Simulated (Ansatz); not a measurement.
```yaml
crystal:
  periodic: [false, false, false]
  atoms:
    - {symbol: C, position_ang: [-0.241137, -0.041507, 1.502530]}
    - {symbol: O, position_ang: [0.702726, -0.892249, 1.290889]}
    - {symbol: Sn, position_ang: [0.992276, -2.086697, -0.048838]}
    - {symbol: S, position_ang: [0.075962, -1.032169, -1.806682]}
    - {symbol: C, position_ang: [0.017655, 0.599874, -1.452722]}
    - {symbol: H, position_ang: [-0.633138, -0.196973, 2.418476]}
    - {symbol: H, position_ang: [0.114294, 0.902522, 1.478148]}
    - {symbol: H, position_ang: [-0.990630, -0.109061, 0.830069]}
    - {symbol: H, position_ang: [-0.916348, 0.872208, -1.212468]}
    - {symbol: H, position_ang: [0.301670, 1.094179, -2.277581]}
    - {symbol: H, position_ang: [0.637022, 0.837433, -0.702871]}
basis:
  gaussian: {orbitals: def2-TZVPD}
magnetization: {spin_polarized: false, initial_magnetization: 2}
hamiltonian: {xc: {name: RPBE}, pseudopotentials: {relativity: scalar}}
accuracy: high
output: {forces: true}
```

```sh
$ ansatz run in.yaml --threads 2 --pin off --events-out ev --progress --plain --max-ram 20480MiB --backend cpu
```

Output, abridged:

```
Functional definition: RPBE
4547 factors; integrals over basis functions are off by at most 3.6e-9 eV
mean field evaluation 1: about -20892.1367 eV, gradient 9.7e1 eV
mean field evaluation 2: about -20892.1298 eV, gradient 9.7e1 eV
mean field evaluation 4: about -20896.9583 eV, gradient 7.9e1 eV
mean field evaluation 8: about -20912.8295 eV, gradient 4.1e0 eV
mean field evaluation 16: about -20912.8906 eV, gradient 2.0e-2 eV
mean field -20912.89061326 eV, -768.5345547710 hartree, gradient 9.2e-8 eV, S^2 2.000000; 6 other end points of the search recorded, 0 dependent functions left out
reference -20912.89061914 eV, -768.5345549871 hartree; 33, 31 occupied and 237, 239 virtual orbitals, 4547 factors
Total energy: -20912.89061914 eV, -768.5345549871 hartree
Relativity: scalar
Atom 0 at    -0.241137    -0.041507     1.502530 Å, force    -1.616692     0.462764     0.700966 eV/Å
Atom 1 at     0.702726    -0.892249     1.290889 Å, force     4.311767    -0.544111     2.937760 eV/Å
Atom 2 at     0.992276    -2.086697    -0.048838 Å, force     2.349131    -5.114013    -1.288959 eV/Å
Atom 3 at     0.075962    -1.032169    -1.806682 Å, force    -1.635535    -2.954284    -4.031805 eV/Å
Atom 4 at     0.017655     0.599874    -1.452722 Å, force     0.306640    -0.145605    -0.283186 eV/Å
Atom 5 at    -0.633138    -0.196973     2.418476 Å, force    -1.873882    -0.313355     3.767513 eV/Å
Atom 6 at     0.114294     0.902522     1.478148 Å, force     1.370320     3.964381    -0.065840 eV/Å
Atom 7 at    -0.990630    -0.109061     0.830069 Å, force    -3.217061    -0.071009    -2.521512 eV/Å
Atom 8 at    -0.916348     0.872208    -1.212468 Å, force    -3.776875     1.179990     1.087498 eV/Å
Atom 9 at     0.301670     1.094179    -2.277581 Å, force     1.240976     2.262136    -3.281945 eV/Å
Atom 10 at     0.637022     0.837433    -0.702871 Å, force     2.541213     1.273106     2.979512 eV/Å
Dipole moment:    -0.165252     0.395099    -0.015019 e Å
```

It took 69 s on 2 threads of a server CPU on a shared host, with 2.5 GiB of host memory at the peak.
